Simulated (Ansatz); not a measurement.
Wavefunction ladder for CH₅BrGeO (`C[O][GeH2][Br]`)

Z-matrix (Å, degrees):
```
C
O 1 1.410
H 1 1.098 2 112.2
H 1 1.098 2 112.2 3 122.4
H 1 1.092 2 107.7 3 -118.8
Ge 2 1.770 1 117.4 3 -61.0
Br 6 2.287 2 104.8 1 179.4
H 6 1.537 2 110.1 1 -63.5
H 6 1.537 2 110.1 1 62.3
```

Total charge 0; spin multiplicity 1. Correlated methods include outer-core shells of Br, Ge, which these sets cover unevenly. Scalar relativity is left out up to krypton. The geometry is a stationary point of PBE0-D4/def2-TZVP. It is one conformer, not always the lowest. Frozen core, restricted reference, the Gaussian-basis code of Ansatz.

```json
{"basis": "def2-SVP", "HF (Eh)": "?", "MP2 corr.": "?", "CCSD corr.": "-0.81211", "(T)": "-0.02032", "CCSD(T) total": "?"}
{"basis": "def2-TZVPP", "HF (Eh)": "-4763.52756", "MP2 corr.": "-0.94296", "CCSD corr.": "-0.96749", "(T)": "-0.03474", "CCSD(T) total": "-4764.52979"}
{"basis": "def2-QZVPP", "HF (Eh)": "?", "MP2 corr.": "?", "CCSD corr.": "–", "(T)": "–", "CCSD(T) total": "–"}
```

**Question.** Fill in the withheld values. (An estimate is asked.)

**Answer.** The calculation gave: def2-SVP HF (Eh): -4762.80481; def2-SVP MP2 corr.: -0.78777; def2-SVP CCSD(T) total: -4763.63724; def2-QZVPP HF (Eh): -4763.62485; def2-QZVPP MP2 corr.: -1.55481.
